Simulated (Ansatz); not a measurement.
Total energies of MoPt₃ from Ansatz at r2SCAN-D4/def2-TZVP, gas phase (1 Eh = 27.2114 eV = 2625.5 kJ/mol). The reference geometry is relaxed at PBE-D4/def2-SVP.

Cartesian coordinates in Å:
```
Mo 0.2751 -0.1562 0.2472
Pt 0.4018 -1.4456 -1.5780
Pt -1.6412 -0.3497 1.3877
Pt 0.9643 1.9515 -0.0569
```

| state | geometry | energy (Eh) |
| --- | --- | --- |
| charge 0 singlet | reference | -426.48338 |
| charge 1 doublet | reference | -426.18997 |
| charge 0 triplet | relaxed at PBE-D4/def2-SVP | -426.47923 |
| charge 0 quintet | relaxed at PBE-D4/def2-SVP | -426.45289 |

In the def2 sets Mo, Pt take a core potential; there is no spin–orbit coupling.

(1) Work out the vertical ionisation energy to the doublet.

(2) Which of the charge 0 states is lowest, and how far above it are the others?

(1) E(charge 1 doublet) − E(charge 0 singlet) = -426.18997 − (-426.48338) = 0.29341 Eh = 7.98 eV. For comparison, −ε of the highest occupied level is 5.79 eV at this level, 2.19 eV less.

(2) The singlet. triplet: -426.47923 − (-426.48338) = 0.00415 Eh = 10.9 kJ/mol; quintet: -426.45289 − (-426.48338) = 0.03049 Eh = 80.1 kJ/mol. The triplet differs in its bonds from the reference. The quintet differs in its bonds from the reference.

At r2SCAN-D4/def2-TZVP the gap within one spin of the charge 1 doublet nearly closes, so an electron or hole may be smeared out by delocalisation error. 

The structure comes from a short search, and lower isomers may exist.
